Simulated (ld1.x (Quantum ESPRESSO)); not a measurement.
How hard is this nitrogen RRKJ potential?

nitrogen (N), norm-conserving RRKJ (Kleinman–Bylander form), made with ld1.x (Quantum ESPRESSO) 7.5 (LDA (PZ), scalar-relativistic). Core [He], reference 2s1.75 2p3.25. Waves: 2s (bound): rc 1.00 bohr; 2p (bound): rc 1.80 bohr. Local part: all-electron potential smoothed inside 0.95 bohr (lloc = -1). Core correction: none. rho0 = 0.02.

The pseudo-atom Hamiltonian at the reference potential is diagonalised in spherical Bessel functions j_l(qr) that vanish at 20 bohr, with q² up to the cutoff. All-electron valence levels (Ry): 2s -1.3624, 2p -0.5398.

Problem. How do the lowest levels (Ry) of each channel move with the cutoff, and are there ghosts?

Solution.

```tsv
cutoff (Ry)	s #1	p #1	p #2	d #1	d #2	f #1	f #2	Σ f·Δε (mRy)
8	-1.1549	-0.1536	0.0470	0.0776	0.1830	0.1197	0.2597	1618.6
18	-1.2028	-0.4199	0.0398	0.0776	0.1830	0.1197	0.2597	669.3
30	-1.2763	-0.5311	0.0381	0.0776	0.1830	0.1197	0.2597	179.3
50	-1.3450	-0.5398	0.0380	0.0776	0.1830	0.1197	0.2597	30.8
70	-1.3594	-0.5398	0.0380	0.0776	0.1830	0.1197	0.2597	5.3
110	-1.3624	-0.5398	0.0380	0.0776	0.1830	0.1197	0.2597	0.2
400	-1.3625	-0.5398	0.0380	0.0776	0.1830	0.1197	0.2597	0.0
```

Result: no extra level below or beside the all-electron valence levels (s, p, d, f tested); 10 mRy is reached at 70 Ry and 1 mRy at 90 Ry.

Its largest configuration-test error is +1519 meV.
